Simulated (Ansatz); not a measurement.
A structure relaxed at PBE-D4/def2-SVPD in Ansatz, charge -1, singlet:

| atom | x (Å) | y (Å) | z (Å) |
| --- | --- | --- | --- |
| Be1 | -0.003 | -0.496 | -1.434 |
| Be2 | 0.003 | 0.418 | 1.210 |
| Cl3 | 0.737 | 1.219 | -0.787 |
| Cl4 | -0.733 | -1.444 | 0.141 |
| Cl5 | -0.011 | -1.125 | -3.234 |
| Cl6 | 1.544 | -0.045 | 2.316 |
| Cl7 | -1.537 | 1.472 | 1.788 |

Problem. Give its formula and point group.

Solution. Be2Cl5⁻ (the lowest singlet isomer of a short search). Point group C2v (tolerance 0.1 Å).

Problem. Summarise the bond lengths by kind (pairs closer than 1.2 times the sum of covalent radii, bridged metal pairs left out).

Solution. 7 × Be–Cl 1.91 to 2.27 Å.

The structure comes from a short search, and lower isomers may exist.
